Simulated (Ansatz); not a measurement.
CuH, SMILES `[CuH]`. Total charge 0; spin multiplicity 1.

(1) List the harmonic frequencies (cm⁻¹, unscaled) at PBE0-D4/def2-TZVP in Ansatz. (Estimate.)

(2) Is this a minimum?

(3) Give the ideal-gas thermochemistry at 298.15 K and 1 bar (rigid rotor, harmonic oscillator; point group C∞v, symmetry number 1).

(4) And at 400, 500, 600, 800 and 1000 K?

## Answers

(1) Computed: 1860.

(2) Yes, all 1 modes are real.

(3) Zero-point energy 11.1 kJ/mol; H(298) − E = 19.8 kJ/mol; entropy 196.5 J/(mol·K), of which translation 160.8, rotation 35.7, vibration 0.0; G(298) − E = -38.8 kJ/mol.

(4) 
```tsv
T (K)	H − E (kJ/mol)	S (J/mol/K)	G − E (kJ/mol)
400	22.8	205.1	-59.3
500	25.8	211.8	-80.1
600	28.8	217.4	-101.6
800	35.2	226.6	-146.0
1000	41.9	234.0	-192.1
```
